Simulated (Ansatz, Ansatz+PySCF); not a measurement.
```
atom    x (Å)    y (Å)    z (Å)
   C  -0.5758   0.6408   0.5626
   C   0.7357   0.5774   0.4106
   C   0.5646  -0.6461  -0.5487
   C  -0.7470  -0.5841  -0.3948
   H  -1.2508   1.2736   1.1194
   H   1.5772   1.1364   0.7931
   H   1.2408  -1.2776  -1.1056
   H  -1.5892  -1.1462  -0.7716
```

Basis set: def2-SVP (spherical functions). Left uncorrelated: 4 orbitals. Charge 0, multiplicity 3.

Computed with Ansatz (development build ahead of 0.2.0); each method stands on the lowest determinant of its kind that the runs found.

(1) Give the atomization energy at this shape (free ground-state atoms in the same class of orbitals less the molecule, no zero-point energy) of triplet C4H4 by UHF-MP2, UHF.

Answers

(1)

```json
{"method": "UHF-MP2", "atomization energy": "760.18 kcal/mol"}
{"method": "UHF", "atomization energy": "572.40 kcal/mol"}
```

Caution: another spin multiplicity may lie lower; the determinant breaks the point group; the shape is not the minimum. Caution for UHF-MP2: MP2 forces lie far from those of the mean fields.
